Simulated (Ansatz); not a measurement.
Basis-set extrapolation for CH7Al2N (`C[N]([AlH2])[AlH2]`) (PBE0-D4/def2-TZVP geometry, frozen core, Ansatz). Multiplicity 1, RHF reference.

|  | def2-TZVPP | def2-QZVPP |
| --- | --- | --- |
| HF | -580.312097 | -580.331702 |
| MP2 correlation | -0.554552 | -0.591865 |
| CCSD(T) correlation | -0.622285 | not run |

Energies in hartree. Use E(X) = E(∞) + A·exp(−7.88·√X) for Hartree–Fock and E(X) = E(∞) + B·X^(−2.97) for correlation, with X = 3 and 4, and add CCSD(T) minus MP2 of the smaller set to the MP2 limit.

Problem. What is the CCSD(T) energy at the basis-set limit?

Solution. HF limit: -580.331702 + (-0.019605) × 0.13774 = -580.33440. MP2 limit: -0.591865 + (-0.037313) × 0.74074 = -0.61950. Higher-order term: -0.622285 − (-0.554552) = -0.06773. Total: -581.02163 hartree, 229.1 kJ/mol below CCSD(T)/def2-TZVPP.
